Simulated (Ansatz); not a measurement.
**Question.** Name a neutral molecule of C, F, N, S, Si and H with LUMO energy (B3LYP/def2-TZVPP) between -0.20 and 0.10 eV and size of the dipole moment (B3LYP/def2-TZVPP) between 0.55 and 0.85 D (Ansatz, PBE0-D4/def2-TZVP geometry).

**Answer.** `CS[SiH](N)F` (0.02 eV, 0.69 D). Other molecules can fit too; these were computed, each in one conformer that needn't be the lowest.

B3LYP here is the variant with VWN-RPA as its local correlation; programs differ in this.
